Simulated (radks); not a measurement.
Isoelectronic series with 10 electrons, all held in the configuration [Ne], which need not be the ground one along the series. All-electron calculation, scalar-relativistic Kohn-Sham, SCAN, spin-polarised, spherical densities, finite nucleus; meta-GGA in the generalised Kohn-Sham scheme; Fermi nuclear charge, rms radius of each element as measured or else 0.836 A^(1/3) + 0.57 fm. Program: a radial shooting solver on a logarithmic mesh with Libxc functionals. Total energies (hartree) and mean radii <r> (bohr):

| ion | E (hartree) | 2p | 2s |
|---|---|---|---|
| Ne | -129.10054 | 0.9731 | 0.8946 |
| Mg2+ | -199.57440 | 0.6809 | 0.6926 |
| Al3+ | -240.88619 | 0.5954 | 0.6209 |
| Si4+ | -286.24757 | 0.5297 | 0.5624 |
| P5+ | -335.66263 | 0.4774 | 0.5139 |
| S6+ | -389.13625 | 0.4347 | 0.4729 |
| Cl7+ | -446.67535 | 0.3992 | 0.4380 |
| Ar8+ | -508.28792 | 0.3690 | 0.4078 |
